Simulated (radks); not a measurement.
Values are calculated unless marked as measured or tabulated.
Effect of the nuclear size on the tin ion Sn2+, [Kr] 4d10 5s2. Code: a radial shooting solver on a logarithmic mesh with Libxc functionals. Model: Dirac Kohn-Sham, relativistic LDA (MacDonald-Vosko exchange, VWN5 correlation), spin-unpolarised, spherical densities, finite nucleus; Fermi nuclear charge, rms radius 4.6519 fm. The rms radius is varied about that value; shifts are against it.

rms radius (fm) = 4.0751: total energy shift (eV) -0.948; density at nucleus (e/bohr^3) 1.928e+05; 1s1/2 shift (meV) -396; 2s1/2 shift (meV) -45.3; 4s1/2 shift (meV) -1.69; 4p1/2 shift (meV) 0.164; 5s1/2 shift (meV) -0.170; 5p1/2 (empty) shift (meV) 0.051
rms radius (fm) = 4.2518: total energy shift (eV) -0.669; density at nucleus (e/bohr^3) 1.916e+05; 1s1/2 shift (meV) -279; 2s1/2 shift (meV) -32.0; 4s1/2 shift (meV) -1.19; 4p1/2 shift (meV) 0.116; 5s1/2 shift (meV) -0.120; 5p1/2 (empty) shift (meV) 0.036
rms radius (fm) = 4.6519: total energy shift (eV) 0; density at nucleus (e/bohr^3) 1.89e+05; 1s1/2 shift (meV) 0.000; 2s1/2 shift (meV) 0.000; 4s1/2 shift (meV) 0.000; 4p1/2 shift (meV) 0.000; 5s1/2 shift (meV) 0.000; 5p1/2 (empty) shift (meV) 0.000
rms radius (fm) = 5.0985: total energy shift (eV) 0.807; density at nucleus (e/bohr^3) 1.863e+05; 1s1/2 shift (meV) 337; 2s1/2 shift (meV) 38.6; 4s1/2 shift (meV) 1.44; 4p1/2 shift (meV) -0.139; 5s1/2 shift (meV) 0.145; 5p1/2 (empty) shift (meV) -0.043
rms radius (fm) = 5.4334: total energy shift (eV) 1.45; density at nucleus (e/bohr^3) 1.845e+05; 1s1/2 shift (meV) 606; 2s1/2 shift (meV) 69.4; 4s1/2 shift (meV) 2.59; 4p1/2 shift (meV) -0.251; 5s1/2 shift (meV) 0.261; 5p1/2 (empty) shift (meV) -0.078

Slopes of the eigenvalues against <r^2> in GHz/fm^2, as finite differences over the two radii next to the reference (eigenvalue slopes, not the field-shift constants of lines): 1s1/2 18800, 2s1/2 2150, 4s1/2 80.3, 4p1/2 -7.79, 5s1/2 8.10, 5p1/2 (empty) -2.42.
